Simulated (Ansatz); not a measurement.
`B[CH2][GaH2]`, charge 0, multiplicity 1.

Problem. Give a relaxed structure at PBE0-D4/def2-TZVP (the Gaussian-basis code of Ansatz). (Estimate.)

Solution. Computed: 
Cartesian coordinates in Å:
```
B 1.172 -0.570 -0.466
C 0.333 -0.195 0.735
Ga -1.266 0.659 -0.136
H 0.967 -1.592 -1.061
H 1.995 0.187 -0.902
H -0.147 -1.025 1.265
H 0.717 0.574 1.406
H -2.355 -0.253 -0.797
H -1.417 2.216 -0.041
```
This is one stationary point; other conformers may exist.
